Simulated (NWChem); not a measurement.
System: SiHF cation, doublet; SMILES of the neutral closed-shell parent F[SiH]

NWChem input:

```
start job
memory heap 200 mb stack 900 mb global 1100 mb
charge 1
geometry units angstroms noautoz
  Si     0.138923     0.559288     0.000000
  H     -1.183743     1.315664     0.000000
  F     -0.030179    -1.002966     0.000000
end
basis spherical
  Si library def2-tzvp
  H library def2-tzvp
  F library def2-tzvp
end
dft
  odft
  mult 2
  xc xpbe96 cpbe96
  iterations 150
  mulliken
end
task dft energy
```

In the optimisation the excess spin sits in a' (Cs, its own frame). The geometry was optimised at PBE0/def2-SVP, spin-unrestricted. This spin state was assumed; another may lie lower. No stability test was run on the SCF state.

### Question
What results follow from this input? (PBE/def2-TZVP, spin-unrestricted.) Quantities: energy (Ha); highest occupied level (eV); lowest empty minus highest occupied level, either spin (eV); <S²>.

### Answer
| Item | Result |
|---|---|
| energy (Ha) | -389.40 |
| highest occupied level (eV) | -14.38 |
| lowest empty minus highest occupied level, either spin (eV) | 1.88 |
| <S²> | 0.754 |
